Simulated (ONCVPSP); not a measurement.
## S (Z = 16), ONCV: configuration errors across variants

sulfur (S), optimised norm-conserving Vanderbilt (ONCV), made with ONCVPSP 4.0.1 (PW91, non-relativistic). Core [Ne], reference 3s2 3p4. Waves: 3s: rc 1.10 bohr, ncon 3, nbas 7, qcut 6.8 1/bohr, 2 projectors, debl 3.6 Ha; 3p: rc 1.60 bohr, ncon 4, nbas 7, qcut 4.9 1/bohr, 2 projectors, debl 3 Ha; d scattering state at 0.32 Ha: rc 1.30 bohr, ncon 4, nbas 9, qcut 7.6 1/bohr, 2 projectors, debl 1.5 Ha. Local part: polynomial inside 0.75 bohr (lpopt 2, dvloc0 0 Ha). Core correction: Teter function, fcfact 3.25, rcfact 1.3.

All-electron excitation energies from the reference (eV): (1) 3s2 3p3 11.834; (2) 3s2 3p2 34.192; (3) 3s2 3p1 68.320; (4) 3s2 3p3.5 4.691.

A true bound ghost makes a file unfit for plane-wave use even where its test errors are small: the radial tests pick states by their node count and pass the ghost by.

Errors AE − PS in meV (a dash: test not solved or not reliable):

| change | (1) | (2) | (3) | (4) | bound ghosts | GHOST(+) flags above zero |
| --- | --- | --- | --- | --- | --- | --- |
| base | +1.0 | +9.5 | +40 | +0.2 | s | none |
| s: qcut 4.5; p: qcut 3.2; d: qcut 5 | +1.2 | +11 | +46 | +0.2 | none | s, d |
| s: qcut 5.5; p: qcut 4; d: qcut 6.2 | +1.0 | +8.8 | +38 | +0.1 | s | none |
| s: qcut 6.6; p: qcut 4.7; d: qcut 7.3 | +1.0 | +9.2 | +39 | +0.1 | s | none |
| s: qcut 7.5; p: qcut 5.4; d: qcut 8.4 | +1.1 | +10 | +43 | +0.2 | s | none |
| s: qcut 8.9; p: qcut 6.4; d: qcut 9.9 | +1.2 | +11 | +48 | +0.2 | s | none |

(1) Give the same row for: s: qcut 9.4; p: qcut 6.8; d: qcut 10.5.

## Answers

(1) +1.3, +11, +49, +0.2; bound ghosts: s; GHOST(+) flags above zero: none.
